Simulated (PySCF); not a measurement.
**CrF₄, triplet: molecular constants**

Computed with PySCF, UPBE0, basis Cr def2-SVP, F def2-SVP (no relativity, density fitting).

The structure is a minimum.

| Quantity | Value |
| --- | --- |
| Point group | C2v |
| Bond lengths | Cr–F 1.680 Å (×2), Cr–F 1.714 Å (×2) |
| Bond angles | F–Cr–F 99.4° (×4), F–Cr–F 109.7°, F–Cr–F 147.0° |
| Rotational constants | 0.1483, 0.1165, 0.09669 cm⁻¹ |
| Lowest empty level (α) | -6.11 eV |
| Atomisation energy without zero-point energy | 1566 kJ/mol |
| Highest occupied level (α) | -9.36 eV |
| Principal polarisabilities | 21.2, 24.2, 31.3 bohr³ |
| Zero-point energy | 26.2 kJ/mol |
| Dipole moment | 1.50 D |
| Enthalpy at 298.15 K above 0 K | 17.44 kJ/mol |
| Principal quadrupole moments (Buckingham, traceless) about the centre of mass | -4.98, 0.99, 3.99 D Å |
| Spin squared ⟨S²⟩ | 2.022 |
| Entropy at 298.15 K and 1 bar (electronic part: spin only) | 325.9 J/(mol K) |
| Rotational symmetry number | 2 |
| Heat capacity Cp at 298.15 K | 81.5 J/(mol K) |

Harmonic modes (masses in u: Cr 51.941, F 18.998):
```tsv
symmetry	ω (cm⁻¹)	IR (km/mol)	μ (u)
a2	173	0.0	19.00
a1	177	2.0	19.16
a1	249	34.0	24.17
b2	288	2.2	20.84
b1	308	3.2	21.45
a1	697	32.2	19.65
a1	781	74.8	21.61
b2	800	256	26.53
b1	902	96.1	25.55
```

In C2v the vibrations span a2 + 4a1 + 2b2 + 2b1. The a2 mode carries no infrared intensity, as symmetry demands.

Charges (e):
```json
{"atom": "Cr1", "Mulliken": "1.37", "Löwdin": "0.50", "polar tensor": "2.08", "spin (Mulliken)": "1.91", "Mayer order to Cr1": "–"}
{"atom": "F2,3", "Mulliken": "-0.37", "Löwdin": "-0.15", "polar tensor": "-0.56", "spin (Mulliken)": "0.02", "Mayer order to Cr1": "0.97"}
{"atom": "F4,5", "Mulliken": "-0.32", "Löwdin": "-0.10", "polar tensor": "-0.48", "spin (Mulliken)": "0.02", "Mayer order to Cr1": "1.04"}
```

Mulliken populations on Cr1: s 6.14, p 12.43, d 4.04, f 0.02.

Formally Cr is in oxidation state +4, d2, with 2 unpaired electrons (the high-spin count). The Mulliken spin on Cr is 1.91. The polar-tensor charge on Cr, 2.08, is far below the formal one.

Only a few start shapes were tried, so a lower isomer may exist. Other spin states or occupations of the open shell can lie lower. At this level a triplet minimum of Td symmetry lies 121 kJ/mol below this structure.

The final relaxation and frequency run took roughly 3 core-minutes on a shared host.
